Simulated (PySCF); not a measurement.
Bonds (- single, = double, # triple, : aromatic): C1=P2, P2-C3, C3-P4, P2-C5, C5-C6, C6-O7, O7-C8, C8-C9, C9-P2. C1 carries H10, H11; C3 carries H12, H13; P4 carries H14, H15; C5 carries H16, H17; C6 carries H18, H19; C8 carries H20, H21; C9 carries H22, H23.

Theory: coordinates at the GFN2-xTB level, NMR shieldings at PBE0/pcSseg-1/GIAO, in PySCF 2.14.0 with density-fitted response routines (gas phase, one conformer, rapidly exchanging positions averaged, non-relativistic).

Problem. Predict the 2D correlation tables (HSQC, COSY, HMBC).

Solution. 

HSQC (one-bond C–H):
| δH | δC |
| --- | --- |
| 4.43 (H18/H21) | 67.6 (C6/C8) |
| 4.30 (H19/H20) | 67.6 (C6/C8) |
| 2.29 (H16/H22) | 32.3 (C5/C9) |
| 1.87 (H17/H23) | 32.3 (C5/C9) |
| 1.76 (H12/H13) | 25.5 (C3) |
| 0.08 (H10/H11) | 9.0 (C1) |

COSY cross peaks (H two or three bonds apart, from the bond graph; peaks can be absent where the dihedral angle is near 90°):
| δH | δH |
| --- | --- |
| 4.43 (H18/H21) | 4.30 (H19/H20) |
| 4.43 (H18/H21) | 2.29 (H16/H22) |
| 4.43 (H18/H21) | 1.87 (H17/H23) |
| 4.30 (H19/H20) | 2.29 (H16/H22) |
| 4.30 (H19/H20) | 1.87 (H17/H23) |
| 3.14 (H14/H15) | 1.76 (H12/H13) |
| 2.29 (H16/H22) | 1.87 (H17/H23) |

HMBC (two and three bonds, from the bond graph):
| δH | δC |
| --- | --- |
| 4.43 (H18/H21) | 67.6 (C6/C8), 32.3 (C5/C9) |
| 4.30 (H19/H20) | 67.6 (C6/C8), 32.3 (C5/C9) |
| 3.14 (H14/H15) | 25.5 (C3) |
| 2.29 (H16/H22) | 67.6 (C6/C8), 32.3 (C5/C9), 25.5 (C3), 9.0 (C1) |
| 1.87 (H17/H23) | 67.6 (C6/C8), 32.3 (C5/C9), 25.5 (C3), 9.0 (C1) |
| 1.76 (H12/H13) | 32.3 (C5/C9), 9.0 (C1) |
| 0.08 (H10/H11) | 32.3 (C5/C9), 25.5 (C3) |

Referencing at the same level of theory: TMS for 1H (31.72 ppm), 13C (186.93 ppm).

Short H···H contacts in this conformer between protons four or more bonds apart (candidates for NOE cross peaks, intensity ∝ r⁻⁶): H14···H18 2.46 Å, H12···H23 2.64 Å.

Shifts are as computed. Against solution values, carbons near 30 ppm lie about +3 ppm off and those near 130 ppm about +5 ppm. Of 1211 compounds with measured shifts, 218 miss one by over three times the rms of a fit or turn the order of signals round; such compounds aren't used in these exercises.
